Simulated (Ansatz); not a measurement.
```xyz
22

C     0.001   -1.236    1.857
Si   -0.108    0.223    0.690
C    -1.803    1.004    0.828
C     1.199    1.482    1.145
N     0.155   -0.355   -0.937
Si    0.457   -2.010   -1.310
Ge    0.118    0.830   -2.358
H    -0.162   -0.892    2.883
H    -0.757   -1.994    1.640
H     0.982   -1.717    1.824
H    -1.909    1.861    0.158
H    -2.584    0.282    0.576
H    -1.986    1.357    1.846
H     2.198    1.044    1.081
H     1.171    2.351    0.482
H     1.052    1.843    2.167
H     1.692   -2.530   -0.660
H    -0.665   -2.904   -0.910
H     0.631   -2.118   -2.787
H     1.477    0.822   -3.081
H    -0.993    0.429   -3.344
H    -0.165    2.231   -1.790
```

The species carries charge 0 and has multiplicity 1.

(1) List the PBE/def2-TZVPP orbital energies in eV (Ansatz). (An estimate is asked.)

Results:

(1) Ansatz gave: Occupied: -10804.64, -1779.60, -1779.31, -1337.98, -1191.40, -1191.39, -1191.38, -379.87, -268.35, -268.26, -268.26, -162.59, -137.30, -136.98, -114.05, -114.02, -114.00, -94.05, -94.03, -94.02, -93.75, -93.71, -93.69, -29.92, -29.86, -29.84, -29.79, -29.79, -20.32, -17.55, -16.79, -16.72, -13.86, -13.03, -11.19, -10.39, -10.08, -10.04, -9.68, -9.60, -9.27, -9.04, -8.93, -8.85, -8.15, -8.00, -7.74, -7.43, -7.14, -5.83. Lowest empty: -0.71, -0.13, 0.38, 0.48, 0.71, 0.82, 0.98, 1.15.
